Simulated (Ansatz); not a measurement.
A nudged elastic band was laid between two geometries of F2H2Si + H4Si (10 atoms, charge 0, multiplicity 1).

These are results of Ansatz 0.2.0, RKS BHLYP/def2-SVP, not measurements.

```
movable images  : 7
climbing image  : yes
spring          : 5.0 eV/Å²
optimiser       : quadratic models (default)
start path      : through a guess of the saddle point
force threshold : 0.03 eV/Å
iteration limit : 45
end points      : relaxed
```

Image 0:

```xyz
10
Properties=species:S:1:pos:R:3
Si 0.782 -0.129 -0.280
F 1.045 -0.077 1.298
H 1.740 0.755 -0.950
F -0.696 0.445 -0.532
H 0.822 -1.525 -0.722
Si -3.167 0.138 1.424
H -3.389 -0.760 0.268
H -4.278 -0.042 2.389
H -3.141 1.546 0.974
H -1.891 -0.206 2.090
```

Image 8:

```xyz
10
Properties=species:S:1:pos:R:3
Si -0.413 -0.142 -0.420
F -0.006 0.187 2.414
H 0.544 0.956 -0.192
F -0.672 -0.225 -2.024
H 0.173 -1.437 -0.013
Si -2.481 0.238 0.625
H -3.608 -0.063 -0.290
H -2.611 -0.655 1.810
H -2.597 1.641 1.089
H -0.504 -0.355 2.959
```

**Question.** What changes between the two ends?

**Answer.** Bonds broken: Si1–F2, Si6–H10. Bonds formed: Si1–Si6, F2–H10. F2H2Si + H4Si becomes FH + FH5Si2.

**Question.** Give the energies along the band, and the barrier.

**Answer.** The forces met the threshold. The highest image is number 5 of 0 to 8, 75.9 kcal/mol above the first end and 39.0 kcal/mol above the last; the last end lies 36.9 kcal/mol above the first. Neighbouring images differ by up to 1.7 eV, so the band resolves the path poorly. A vibrational analysis at the climbing image gives one clearly imaginary mode, 1360i cm⁻¹: a first-order saddle point. The orbitals stay closed-shell, which can raise the energy where a bond breaks towards radicals; this wasn't checked here.

| image | path coordinate (Å) | energy (kcal/mol) | Si1–F2 (Å) | Si6–H10 (Å) | Si1–Si6 (Å) |
| --- | --- | --- | --- | --- | --- |
| 0 | 0.00 | 0.0 | 1.60 | 1.48 | 4.31 |
| 1 | 0.78 | 0.0 | 1.60 | 1.48 | 4.29 |
| 2 | 1.55 | 2.6 | 1.60 | 1.47 | 3.89 |
| 3 | 2.33 | 15.1 | 1.61 | 1.46 | 3.48 |
| 4 | 3.11 | 35.9 | 1.66 | 1.49 | 3.01 |
| 5 | 3.88 | 75.9 | 1.94 | 1.81 | 2.60 |
| 6 | 4.92 | 44.0 | 2.50 | 2.36 | 2.37 |
| 7 | 5.96 | 37.3 | 2.86 | 2.97 | 2.35 |
| 8 | 7.00 | 36.9 | 2.88 | 3.12 | 2.35 |

**Question.** What is the geometry of the highest image?

**Answer.** 
```xyz
10
Properties=species:S:1:pos:R:3
Si -0.127 -0.068 0.019
F 0.219 -0.593 1.850
H 0.808 1.047 0.179
F -1.007 0.435 -1.277
H 0.303 -1.395 -0.426
Si -2.531 0.191 0.977
H -3.227 -0.724 0.054
H -2.982 -0.062 2.368
H -2.739 1.611 0.637
H -0.891 -0.298 1.577
```

Run time: 5.8 min on 2 threads of AMD EPYC 7R43 64-Core Processor (Zen 3) (shared host), peak memory 0.21 GiB.
